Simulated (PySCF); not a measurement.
**TlS and its ions**

UHF-CCSD(T); PySCF, scalar-relativistic core potentials, basis sets Tl cc-pVDZ-PP with ECP60, S cc-pV(D+d)Z. Neutral (UHF): doublet (π ↑), Re = 2.625 Å, ωe = 266 cm⁻¹, De = 2.47 eV.

TlS⁺ (UHF): triplet (π ↑↑), Re = 3.301 Å, ωe = 104 cm⁻¹. The energies at the minima are -569.27497 hartree for TlS and -569.00710 for TlS⁺.

Work out the adiabatic ionisation energy, without and with harmonic zero-point energies (1 hartree = 27.2114 eV, 1 eV = 8065.5 cm⁻¹), and the change of the bond length.

At UHF-CCSD(T): 0.26787 hartree = 7.289 eV between the minima; the zero-point term (104.0 − 266.0)/2 cm⁻¹ = -0.010 eV makes it 7.279 eV. Re changes by +67.6 pm against the neutral. The electron leaves a π orbital, and the ion is left as a loose complex of an ion and an atom.

Correlated steps freeze 9 core orbitals. Correlated levels converge slowly with the basis: in double zeta they bind strong bonds too weakly, by up to about 1 eV, and carry superposition errors of some tenths. These are scalar-relativistic numbers at best; spin–orbit coupling would shift them, the dissociation energy most. States were picked by a PBE0 search and need not be the measured ground states.
